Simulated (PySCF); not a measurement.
Question: What does the PBE0-D3(BJ)/def2-SVP structure of `C=C[Si@@H](C)[CH2][GaH3-]` look like in three dimensions? (Charge -1.)

Answer: 
```
atom  x, y, z in Å
C1    -2.4417    1.1579    0.2590
C2    -1.2076    0.8168    0.6485
Si3   -0.2066   -0.6558    0.0157
C4    -1.2501   -1.4859   -1.3463
C5     1.4826   -0.1238   -0.4939
Ga6    2.6244    0.6534    1.0495
H7    -2.9594    2.0438    0.6505
H8    -3.0009    0.5693   -0.4796
H9    -0.6983    1.4600    1.3802
H10   -0.1473   -1.6602    1.1393
H11   -0.7290   -2.3771   -1.7326
H12   -2.2403   -1.8051   -0.9799
H13   -1.4026   -0.7954   -2.1925
H14    2.0401   -0.9820   -0.9102
H15    1.4062    0.6415   -1.2872
H16    2.9784   -0.5463    2.0774
H17    3.9718    1.2732    0.3964
H18    1.7805    1.8157    1.8059
```

Orientation and origin are arbitrary. Atoms count from 1 in this order. The C–Si distances run from 1.843 Å (Si3–C5, drawn single) to 1.906 Å (Si3–C4, drawn single), a spread of 0.063 Å. Of the pairs four or more bonds apart, C4···H8 is among the closest relative to their van der Waals radii: 2.84 Å, 98 % of the sum of Bondi's values. Ga6 (gallium bonded to C and 3 H) is tetrahedral (angles from 107.6° to 110.9°). C1 (terminal =CH2 carbon) is planar (angles 122.4°, 121.9° and 115.6°, sum 360.0°, 0.00 Å off the plane of its three neighbours).

Bonds between heavy atoms (Å): C1=C2 1.338, C2–Si3 1.890, Si3–C4 1.906, Si3–C5 1.843, C5–Ga6 2.071.

The calculation used PySCF 2.14.0, PBE0-D3(BJ)/def2-SVP geometry optimisation, gas phase.

Point group: C1 (no symmetry element, even within 0.4 Å). Stationary, but not proved a minimum. The geometry's basis has no diffuse functions, a weakness for an anion. Torsions: C1–C2–Si3–C4 3°, C2–Si3–C5–Ga6 63°.

One conformer stands for the species.
